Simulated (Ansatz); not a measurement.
Born–Oppenheimer molecular dynamics of CH8N2Si (12 atoms, charge 0, multiplicity 1). It starts from a rough guess of a transition structure, not a stationary point.

Theory: Ansatz, UKS revPBE/6-31G*.

| Quantity | Value |
| --- | --- |
| ensemble | NVE (velocity Verlet) |
| time step | 0.5 fs |
| steps asked | 150 |
| starting velocities drawn for | 300 K |
| seed | 37766 |

First frame:

```xyz
12
Properties=species:S:1:pos:R:3
Si -0.059 0.822 0.911
N 1.674 -0.398 0.847
N -0.349 -0.162 -0.393
C -1.353 -0.298 -1.410
H 0.849 -0.724 -0.163
H 0.414 2.207 0.824
H -0.658 0.607 2.231
H 1.802 -1.064 1.592
H 2.555 0.046 0.637
H -1.081 0.246 -2.323
H -1.465 -1.354 -1.672
H -2.329 0.071 -1.081
```

Q: What does the run give?

A: All steps were run.

| Property | Result |
| --- | --- |
| steps done | 150 |
| time covered | 75 fs |
| mean temperature over the second half | 987 K |
| spread of the potential energy over the second half | 25.4 meV per atom |
| mean potential energy of the second half above the start | -74.0 meV per atom |

The conserved energy stayed within 0.21 meV per atom of its start (net change -0.098 meV per atom), so the integration is sound. The system heated up, since it started high on the potential surface and ran downhill. A run of 0.075 ps of so small a system gives no equilibrium averages. The orbitals stay closed-shell, which can raise the energy where a bond breaks towards radicals; this wasn't checked here.

Q: What happens to the structure?

A: The step under study would form N2–H5 and break Si1–N2, N3–H5. These pairs go: N2–H5 1.34 → 3.67 Å, Si1–N2 2.12 → 1.61 Å, N3–H5 1.34 → 1.05 Å. In the last frame they stand as before the step (other bonds may differ from the relaxed reactants and products). It ends as one piece, CH8N2Si. Pairs count as bonded within 1.25 times the sum of covalent radii (0.12 Å more for H–H). Another seed would give other details.

Q: How do temperature and energy run in time?

A: 
```json
{"time (fs)": "0.0", "T (K)": "300", "potential energy less start (eV)": "0.000", "conserved less start (meV/atom)": "0.00"}
{"time (fs)": "3.5", "T (K)": "254", "potential energy less start (eV)": "0.060", "conserved less start (meV/atom)": "0.01"}
{"time (fs)": "7.0", "T (K)": "248", "potential energy less start (eV)": "0.068", "conserved less start (meV/atom)": "0.05"}
{"time (fs)": "10.5", "T (K)": "500", "potential energy less start (eV)": "-0.257", "conserved less start (meV/atom)": "0.10"}
{"time (fs)": "14.0", "T (K)": "1005", "potential energy less start (eV)": "-0.911", "conserved less start (meV/atom)": "0.00"}
{"time (fs)": "17.5", "T (K)": "1288", "potential energy less start (eV)": "-1.279", "conserved less start (meV/atom)": "-0.09"}
{"time (fs)": "21.0", "T (K)": "1248", "potential energy less start (eV)": "-1.225", "conserved less start (meV/atom)": "-0.02"}
{"time (fs)": "24.5", "T (K)": "1174", "potential energy less start (eV)": "-1.130", "conserved less start (meV/atom)": "0.02"}
{"time (fs)": "28.0", "T (K)": "1226", "potential energy less start (eV)": "-1.197", "conserved less start (meV/atom)": "-0.03"}
{"time (fs)": "31.5", "T (K)": "1285", "potential energy less start (eV)": "-1.273", "conserved less start (meV/atom)": "-0.06"}
{"time (fs)": "35.0", "T (K)": "1484", "potential energy less start (eV)": "-1.532", "conserved less start (meV/atom)": "-0.14"}
{"time (fs)": "38.5", "T (K)": "1453", "potential energy less start (eV)": "-1.491", "conserved less start (meV/atom)": "0.02"}
{"time (fs)": "42.0", "T (K)": "1426", "potential energy less start (eV)": "-1.457", "conserved less start (meV/atom)": "-0.18"}
{"time (fs)": "45.5", "T (K)": "1032", "potential energy less start (eV)": "-0.946", "conserved less start (meV/atom)": "-0.06"}
{"time (fs)": "49.0", "T (K)": "813", "potential energy less start (eV)": "-0.661", "conserved less start (meV/atom)": "0.12"}
{"time (fs)": "52.5", "T (K)": "979", "potential energy less start (eV)": "-0.879", "conserved less start (meV/atom)": "-0.10"}
{"time (fs)": "56.0", "T (K)": "751", "potential energy less start (eV)": "-0.583", "conserved less start (meV/atom)": "0.03"}
{"time (fs)": "59.5", "T (K)": "856", "potential energy less start (eV)": "-0.718", "conserved less start (meV/atom)": "0.01"}
{"time (fs)": "63.0", "T (K)": "1035", "potential energy less start (eV)": "-0.949", "conserved less start (meV/atom)": "0.01"}
{"time (fs)": "66.5", "T (K)": "1066", "potential energy less start (eV)": "-0.991", "conserved less start (meV/atom)": "-0.08"}
{"time (fs)": "70.0", "T (K)": "848", "potential energy less start (eV)": "-0.710", "conserved less start (meV/atom)": "-0.10"}
{"time (fs)": "73.5", "T (K)": "669", "potential energy less start (eV)": "-0.476", "conserved less start (meV/atom)": "0.02"}
```

The run took 10 min on 2 threads of Arm Neoverse N1, on a shared host, peak memory 0.16 GiB.
